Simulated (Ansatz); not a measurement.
Total energies of FGeH₂O₂ (`[OH][Ge]([OH])[F]`) radical.

Z-matrix (Å, degrees):
```
Ge
O 1 1.765
F 1 1.751 2 108.2
O 1 1.765 2 103.2 3 114.8
H 2 0.962 1 112.4 3 50.6
H 4 0.962 1 112.5 2 -168.3
```

Charge 0, multiplicity 2. Correlated methods include outer-core shells of Ge, which these sets cover unevenly. Scalar relativity is left out up to krypton. The structure was optimised at the PBE0-D4/def2-TZVP level. It is one conformer, not always the lowest. Basis def2-TZVPP, the Gaussian-basis code of Ansatz.

RPA on PBE orbitals: Hartree–Fock energy of these orbitals -2325.80460 Eh, correlation -1.45039 Eh (frozen core).

```tsv
functional	kind	energy without D4 (Eh)	D4 term (kJ/mol)
r2SCAN	meta-GGA	-2328.55607	-2.1
ωB97X-V	range-separated hybrid GGA with VV10	-2328.39331	–
```

Question: Give the same for LDA (SPW92), PBE, revPBE, BLYP, B97M-V, PBE0, B3LYP, r2SCANh, r2SCAN0, HSE06 (plane-wave form), BHLYP, CAM-B3LYP, LC-ωPBE, ωB97M-V, B2PLYP, PBE-QIDH. (An estimate is asked.)

Answer: The calculation gave: 
```csv
functional,kind,energy without D4 (Eh),D4 term (kJ/mol)
LDA (SPW92),LDA,-2323.80894,–
PBE,GGA,-2328.11168,-9.5
revPBE,GGA,-2328.43057,-28.9
BLYP,GGA,-2328.70801,-21.2
B97M-V,meta-GGA with VV10,-2328.19948,–
PBE0,"global hybrid, 25 % exact exchange",-2328.15630,-7.9
B3LYP,"global hybrid, 20 %",-2328.71931,-15.5
r2SCANh,"meta-GGA hybrid, 10 %",-2328.53118,-2.3
r2SCAN0,"meta-GGA hybrid, 25 %",-2328.49562,-2.5
HSE06 (plane-wave form),screened hybrid,-2328.14685,-7.3
BHLYP,"global hybrid, 50 %",-2328.54117,-12.0
CAM-B3LYP,range-separated hybrid,-2328.72818,-8.0
LC-ωPBE,long-range corrected hybrid,-2328.25737,–
ωB97M-V,range-separated hybrid meta-GGA with VV10,-2328.49288,–
B2PLYP,double hybrid,-2328.16234,–
PBE-QIDH,double hybrid,-2327.79818,–
```

B3LYP takes the VWN-RPA correlation (the form of Gaussian; ORCA's B3LYP/G). HSE06 is the plane-wave form, built on full-range PBE exchange. The double hybrids freeze the cores in their second-order part.

LC-ωPBE has ω = 0.4 bohr⁻¹.
